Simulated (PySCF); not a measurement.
A made-up structure of BGeH$_{4}$F, closed shell:

```csv
atom,x (Å),y (Å),z (Å)
B1,-0.9953,0.2702,-0.7208
Ge2,0.6474,-0.0938,0.4545
F3,0.7302,-1.7971,0.8533
H4,-1.7372,-0.6055,-1.0420
H5,0.8215,-2.5797,1.3086
H6,0.6039,0.6314,1.8137
H7,1.9846,0.2166,-0.2464
```

It is relaxed with PBE-D4/def2-SVP and then PBE0-D4/def2-TZVP (PySCF 2.14 with density fitting (its default auxiliary sets; JK sets also for MP2 and CCSD(T))). Atoms count as bonded within 1.22 times the sum of their covalent radii (H–H: 0.88 Å). The end point is not checked to be a true minimum.

Does its bonding change? (A judgement: the text doesn't fix the answer.)

Computed: Yes. Formed: none; broken: Ge2–F3.

Where it ends: The first stage lowers the energy by 2.56 eV in 71 steps. It ends as a complex of BGeH₃ ([BH][GeH2]) + HF:
| atom | x (Å) | y (Å) | z (Å) |
| --- | --- | --- | --- |
| B1 | -0.9160 | -0.7439 | 0.2098 |
| Ge2 | 0.2126 | 0.4608 | 1.1113 |
| F3 | 1.6332 | -2.2073 | -0.8379 |
| H4 | -1.8738 | -1.2931 | -0.2084 |
| H5 | 0.9899 | -1.6533 | -0.4327 |
| H6 | 0.9457 | -0.0316 | 2.3552 |
| H7 | 0.9805 | 1.4861 | 0.2824 |

Labels in which every atom is bracketed show which atoms are joined, not bond orders.

For scale, one of the runs: PBE0-D4/def2-TZVP relaxation, 134 basis functions, launched by `OMP_NUM_THREADS=2 python run.py`. Time: 6.1 min of wall clock on 2 CPU threads of an Arm Neoverse V1; the host was shared. Peak host memory: 1.2 GiB.
